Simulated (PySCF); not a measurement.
PySCF run on OSn3⁺

Input:

```python
from pyscf import gto, scf, mp

mol = gto.M(
    atom='O 0 0 -1.0574; Sn 1.8095 0 0.047; Sn -0.9047 1.567 0.047; Sn -0.9047 -1.567 0.047',
    basis='lanl2dz',
    ecp={'Sn': 'lanl2dz'},
    charge=1,
    spin=3,
    verbose=4,
)
mf = scf.UHF(mol)
mf.kernel()
mp.MP2(mf, frozen=1).kernel()
mf.dip_moment()
print('orbital energies (hartree):', [e[max(0, n-3):n+3].round(4) for e, n in zip(mf.mo_energy, mol.nelec)])
```

```bash
$ OMP_NUM_THREADS=1 python input.py
```

Output (some set-up lines and the per-cycle HOMO/LUMO lines with their warnings removed):

```
PySCF version 2.14.0

[INPUT] Symbol           X                Y                Z      unit          X                Y                Z       unit  Magmom
[INPUT]  1 O      0.000000000000   0.000000000000  -1.057400000000 AA    0.000000000000   0.000000000000  -1.998196404115 Bohr   0.0
[INPUT]  2 Sn     1.809500000000   0.000000000000   0.047000000000 AA    3.419459422400   0.000000000000   0.088817127855 Bohr   0.0
[INPUT]  3 Sn    -0.904700000000   1.567000000000   0.047000000000 AA   -1.709635224894   2.961200837193   0.088817127855 Bohr   0.0
[INPUT]  4 Sn    -0.904700000000  -1.567000000000   0.047000000000 AA   -1.709635224894  -2.961200837193   0.088817127855 Bohr   0.0

nuclear repulsion = 32.0691090973657
number of shells = 17
number of NR pGTOs = 61
number of NR cGTOs = 33
basis = lanl2dz
ecp = {'Sn': 'lanl2dz'}

******** <class 'pyscf.scf.uhf.UHF'> ********
method = UHF
initial guess = minao
damping factor = 0
level_shift factor = 0
DIIS = <class 'pyscf.scf.diis.CDIIS'>
SCF conv_tol = 1e-09
SCF max_cycles = 50
number electrons alpha = 11  beta = 8
init E= -62.8800141377072

cycle= 1 E= -84.2380123479129  delta_E= -21.4  |g|= 0.679  |ddm|= 3.33
cycle= 2 E= -84.2800644348492  delta_E= -0.0421  |g|= 0.565  |ddm|= 0.889
cycle= 3 E= -84.418067313169  delta_E= -0.138  |g|= 0.111  |ddm|= 0.457
cycle= 4 E= -84.4256290578125  delta_E= -0.00756  |g|= 0.0187  |ddm|= 0.11
cycle= 5 E= -84.4271689949843  delta_E= -0.00154  |g|= 0.0112  |ddm|= 0.0726
cycle= 6 E= -84.42804006975  delta_E= -0.000871  |g|= 0.00485  |ddm|= 0.0788
cycle= 7 E= -84.4281578670871  delta_E= -0.000118  |g|= 0.00229  |ddm|= 0.0303
cycle= 8 E= -84.4281741913213  delta_E= -1.63e-05  |g|= 0.00104  |ddm|= 0.0092
cycle= 9 E= -84.4281787124711  delta_E= -4.52e-06  |g|= 0.000394  |ddm|= 0.00537
cycle= 10 E= -84.4281793927341  delta_E= -6.8e-07  |g|= 0.00014  |ddm|= 0.0025
cycle= 11 E= -84.4281794888216  delta_E= -9.61e-08  |g|= 6.81e-05  |ddm|= 0.000746
cycle= 12 E= -84.428179513083  delta_E= -2.43e-08  |g|= 2.85e-05  |ddm|= 0.000371
cycle= 13 E= -84.4281795167205  delta_E= -3.64e-09  |g|= 4.52e-06  |ddm|= 0.000179
cycle= 14 E= -84.4281795167677  delta_E= -4.72e-11  |g|= 1.74e-06  |ddm|= 1.6e-05
Extra cycle  E= -84.4281795167724  delta_E= -4.63e-12  |g|= 1.18e-06  |ddm|= 3.76e-06
converged SCF energy = -84.4281795167724  <S^2> = 3.8325349  2S+1 = 4.0410567

******** <class 'pyscf.mp.ump2.UMP2'> ********
nocc = (np.int64(10), np.int64(7)), nmo = (32, 32)
frozen orbitals 1
E(UMP2) = -84.6457828555207  E_corr = -0.217603338748355
E(SCS-UMP2) = -84.6385045318761  E_corr = -0.210325015103746
E_corr(same-spin) = -0.0586142208395534
E_corr(oppo-spin) = -0.158989117908801

WARN: System has nonzero charge 1; the dipole moment is origin-dependent.
Location of origin: [0. 0. 0.]

Dipole moment(X, Y, Z, Debye):  0.00007, -0.00000,  1.74718
orbital energies (hartree): [array([-0.4385, -0.4385, -0.4351, -0.1677, -0.1677, -0.1559]), array([-0.5816, -0.5487, -0.5487, -0.178 , -0.1727, -0.1727])]
```

In short: E(SCF) = -84.428180 Eh, 14 cycles, E(MP2) − E(SCF) = -0.21760 Eh, ⟨S²⟩ = 3.833.

Run time: 1.4 s on 1 thread of Arm Neoverse N1 (shared host).

The dipole of an ion depends on the origin. No search for the lowest solution was made.
